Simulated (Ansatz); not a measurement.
A relaxation, step by step

H2TeSO (SMILES OS[TeH]), closed shell, SPW92/STO-3G (Ansatz 0.2.0). Settings:

```yaml
hamiltonian: {xc: lda}
relax: {f_tol: 0.2, max_steps: 80, max_displacement: 0.5}
```

Start (the SMILES describes the start alone):

O1  (-1.092, -1.068, -0.301)
S2  (-0.878, 0.300, 0.539)
Te3  (1.257, 1.527, -0.273)
H4  (-1.673, -0.990, -0.852)
H5  (1.955, 0.346, 0.911)
(Å)

```
              step  energy less the last (meV)  largest force component (eV/Å)
                 1                      2659.2                          16.002
                 2                       697.2                           2.486
3 (rejected trial)                      1125.7                           5.006
                 4                        33.3                           0.496
                 5                        12.8                           0.393
                 6                         0.0                           0.190
```

Step 2, positions (Å) and forces (eV/Å):

| atom | x | y | z | Fx | Fy | Fz |
| --- | --- | --- | --- | --- | --- | --- |
| O1 | -1.042 | -1.025 | -0.157 | -1.590 | -2.376 | -1.454 |
| S2 | -1.148 | 0.450 | 0.650 | 0.403 | 0.587 | 0.477 |
| Te3 | 1.073 | 1.103 | -0.117 | -0.510 | 2.486 | -2.092 |
| H4 | -1.551 | -0.940 | -1.102 | 0.655 | 0.457 | 1.309 |
| H5 | 2.237 | 0.527 | 0.751 | 1.042 | -1.154 | 1.760 |

Step 4, positions (Å) and forces (eV/Å):

```tsv
atom	x	y	z	Fx	Fy	Fz
O1	-1.072	-1.117	-0.178	-0.474	-0.332	-0.298
S2	-0.954	0.392	0.648	-0.181	-0.104	-0.144
Te3	1.141	1.242	-0.263	0.262	0.496	-0.200
H4	-1.608	-0.889	-1.055	0.243	0.070	0.484
H5	2.061	0.487	0.873	0.150	-0.129	0.157
```

Step 5, positions (Å) and forces (eV/Å):

```
atom       x       y       z      Fx      Fy      Fz
  O1  -1.063  -1.127  -0.209  -0.219  -0.393  -0.012
  S2  -0.948   0.390   0.591  -0.041   0.082   0.126
 Te3   1.177   1.279  -0.236   0.157   0.306  -0.191
  H4  -1.686  -0.919  -1.016   0.067   0.085  -0.032
  H5   2.089   0.492   0.893   0.035  -0.080   0.108
```

Last step (6):

```
5
angstrom
O -1.1194 -1.1476 -0.1889
S -0.9417 0.3654 0.6228
Te 1.1884 1.2638 -0.2704
H -1.6480 -0.8875 -1.0438
H 2.0895 0.5208 0.9046
```

Hardware: 2 CPU threads of an Arm Neoverse V1, shared host. Wall time about 5.5 s.
